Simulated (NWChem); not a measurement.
All runs are NWChem calculations. System: ClGa, charge 0, spin multiplicity 1, at a geometry optimised with B3LYP/def2-SVP. The structure started from a generated list of species. Level: TD-B3LYP/def2-SVPD, VWN1-RPA local correlation.

Input file:

```
start mol
memory heap 200 mb stack 900 mb global 1100 mb
geometry units angstroms nocenter noautoz
  Ga     0.000000     0.000000    -0.790946
  Cl     0.000000     0.000000     1.442313
  symmetry group C2v
end
basis spherical
  * library def2-svpd
end
dft
  xc b3lyp
  semidirect memsize 60000000 filesize 0
  iterations 100
end
tddft
  rpa
  nroots 8
  notriplet
  thresh 1e-4
end
task tddft energy
```

Part of the output:

```
             Northwest Computational Chemistry Package (NWChem) 7.3.0
             --------------------------------------------------------

                                NWChem Input Module
                                -------------------

 Scaling coordinates for geometry "geometry" by  1.889725989
 (inverse scale =  0.529177249)

 Turning off AUTOSYM since
 SYMMETRY directive was detected!

                             Geometry "geometry" -> ""
                             -------------------------

 Output coordinates in angstroms (scale by  1.889725989 to convert to a.u.)

  No.       Tag          Charge          X              Y              Z
 ---- ---------------- ---------- -------------- -------------- --------------
    1 Ga                  31.0000     0.00000000     0.00000000    -0.79094600
    2 Cl                  17.0000     0.00000000     0.00000000     1.44231300

 Effective nuclear repulsion energy (a.u.)     124.8741906885

            Nuclear Dipole moment (a.u.)
            ----------------------------
        X                 Y               Z
 ---------------- ---------------- ----------------
     0.0000000000     0.0000000000    -0.0000094486

      Symmetry information
      --------------------

 Group name             C2v
 Group number             16
 Group order               4
 No. of unique centers     2

      Symmetry unique atoms

     1    2


 Summary of "ao basis" -> "" (spherical)
 ------------------------------------------------------------------------------
       Tag                 Description            Shells   Functions and Types
 ---------------- ------------------------------  ------  ---------------------
 *                         def2-svpd                  on all atoms

                                 NWChem DFT Module
                                 -----------------

 Summary of "ao basis" -> "ao basis" (spherical)
 ------------------------------------------------------------------------------
       Tag                 Description            Shells   Functions and Types
 ---------------- ------------------------------  ------  ---------------------
[...]
     Electric Quadrupole                           0.0000003143
     Magnetic Dipole                               0.0000000000
     Total Oscillator Strength                     0.0024403516

          sigma_e =   2.0606 Angstrom
          sigma_h =   1.4375 Angstrom
         |d_h->e| =   1.9809 Angstrom
            d_exc =   3.2079 Angstrom
            d_CD1 =   2.6041 Angstrom
            d_CD2 =   0.2319 Angstrom
            d_CD3 =   5.1889 Angstrom
     Pearson C.C. =  -0.0092

     Occ.   21  a1  ---  Virt.   27  a1  -0.07770 X
     Occ.   21  a1  ---  Virt.   36  a1  -0.05342 X
     Occ.   22  b2  ---  Virt.   25  b2  -0.63862 X
     Occ.   23  b1  ---  Virt.   26  b1  -0.63862 X
     Occ.   24  a1  ---  Virt.   27  a1   0.40606 X
     Occ.   24  a1  ---  Virt.   28  a1  -0.06133 X
     Occ.   24  a1  ---  Virt.   36  a1   0.06669 X
  ----------------------------------------------------------------------------
  Root   7 singlet a1             0.259960440 a.u.                7.0739 eV
  ----------------------------------------------------------------------------
     Transition Moments    X -0.00000   Y  0.00000   Z  1.23419
     Transition Moments   XX -1.87316  XY  0.00000  XZ -0.00000
     Transition Moments   YY -1.87316  YZ  0.00000  ZZ -2.73480
     Dipole Oscillator Strength                    0.2639860695
     Electric Quadrupole                           0.0000000232
     Magnetic Dipole                               0.0000000000
     Total Oscillator Strength                     0.2639860926

          sigma_e =   3.4242 Angstrom
          sigma_h =   1.8826 Angstrom
         |d_h->e| =   1.3813 Angstrom
            d_exc =   4.1142 Angstrom
            d_CD1 =   2.9229 Angstrom
            d_CD2 =  -1.2721 Angstrom
            d_CD3 =   5.4955 Angstrom
     Pearson C.C. =   0.0194

     Occ.   22  b2  ---  Virt.   25  b2   0.12049 X
     Occ.   22  b2  ---  Virt.   34  b2  -0.06021 X
     Occ.   23  b1  ---  Virt.   26  b1   0.12049 X
     Occ.   23  b1  ---  Virt.   35  b1   0.06021 X
     Occ.   24  a1  ---  Virt.   27  a1   0.52370 X
     Occ.   24  a1  ---  Virt.   28  a1   0.82736 X
  ----------------------------------------------------------------------------
  Root   8 singlet a1             0.272727351 a.u.                7.4213 eV
  ----------------------------------------------------------------------------
     Transition Moments    X  0.00000   Y -0.00000   Z  2.05004
     Transition Moments   XX  0.92725  XY -0.00000  XZ  0.00000
     Transition Moments   YY  0.92725  YZ -0.00000  ZZ -1.60915
     Dipole Oscillator Strength                    0.7641241380
     Electric Quadrupole                           0.0000002316
     Magnetic Dipole                               0.0000000000
     Total Oscillator Strength                     0.7641243697

          sigma_e =   3.0937 Angstrom
          sigma_h =   1.9045 Angstrom
         |d_h->e| =   0.1856 Angstrom
            d_exc =   3.5474 Angstrom
            d_CD1 =   1.3749 Angstrom
            d_CD2 =  -2.3135 Angstrom
            d_CD3 =   3.7330 Angstrom
     Pearson C.C. =   0.0551

     Occ.   21  a1  ---  Virt.   28  a1   0.06285 X
     Occ.   22  b2  ---  Virt.   25  b2   0.23860 X
     Occ.   22  b2  ---  Virt.   34  b2  -0.06715 X
     Occ.   23  b1  ---  Virt.   26  b1   0.23860 X
     Occ.   23  b1  ---  Virt.   35  b1   0.06715 X
     Occ.   24  a1  ---  Virt.   27  a1   0.72330 X
     Occ.   24  a1  ---  Virt.   27  a1  -0.05310 Y
     Occ.   24  a1  ---  Virt.   28  a1  -0.54785 X
     Occ.   24  a1  ---  Virt.   36  a1  -0.21994 X

              Target root =      1
          Target symmetry = none
      Ground state energy =  -2384.804221165825
        Excitation energy =      0.179800652616
     Excited state energy =  -2384.624420513209

  stored tddft:energy   -2384.6244205132089

 Task  times  cpu:       51.0s     wall:       51.0s

 Total times  cpu:       51.2s     wall:       51.2s
```
